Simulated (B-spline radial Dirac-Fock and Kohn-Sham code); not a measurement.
**How the settings move the core levels of As⁷⁺**

ΔSCF core binding energies without Breit or QED terms, calculated with an atomic code on a B-spline grid. Keys: rel is the Hamiltonian (dirac, or spin-free x2c and nr, where L3 and M5 stand for the whole 2p and 3d shells), method is hf or an exchange,correlation pair (spin-unpolarised, also for the hole states), nuc the nuclear model, radius_factor scales its radius, rmax is the box in bohr, h the logarithmic mesh step, order the B-spline order, points the quadrature points per cell, c_factor scales the speed of light, and damp, ndamp, maxit and tol steer the iteration. The run stops when the commutator error falls below 10·tol·max(1, Z/10), or the numerical noise floor, and the energy has settled to about 1e-8 Ha; the virial ratio is −V/T.

Base input:

```json
{"items": [{"Z": 33, "q": 7, "cfg": [[1, 0, 2], [2, 0, 2], [2, 1, 6], [3, 0, 2], [3, 1, 6], [3, 2, 8]], "A": 75, "rrms": 4.0968, "do": "settings", "holes": ["K", "L3", "M5"],
  "settings": [{"rel": "dirac", "method": "hf", "nuc": "fermi", "radius_factor": 1.0, "rmax": 45.0, "h": 0.3, "order": 8, "points": 10, "c_factor": 1.0, "maxit": 60, "damp": 0.5, "ndamp": 3, "tol": 1e-08}]}]}
```

The ground state converged in 10 iterations, with total energy -2243.57812 Ha, virial ratio 1.97735 and highest orbital energy -185.23 eV. ΔSCF binding energies: K (1s) 12045.9 eV, L3 (2p3/2) 1479.9 eV. Holes are computed only in closed shells, and unreliable hole states are left out.

Changes from the base run:

```
                         changed setting  Δ total energy (Ha)  Δ K (eV)  Δ L3 (eV)  iterations
                             tol = 1e-06              0.00000      0.00       0.00           8
   rel = "x2c"; rmax = 60.0; tol = 1e-06             +0.42071     -6.79     +11.69           8
                             rel = "x2c"             +0.42071     -6.79     +11.69          10
                                 h = 0.5             +0.00829     +0.02      +0.03          10
                              damp = 0.2              0.00000      0.00       0.00           9
                     radius_factor = 2.0             +0.04225     -0.49       0.00          10
method = "b88,lyp"; h = 0.5; tol = 1e-06                    ?         ?          ?           ?
```

Task: What does the change method = "b88,lyp"; h = 0.5; tol = 1e-06 do?

Result: The total energy moves by -1.47447 Ha and the binding energies by K +22.11 eV, L3 -4.57 eV; the run takes 9 iterations.
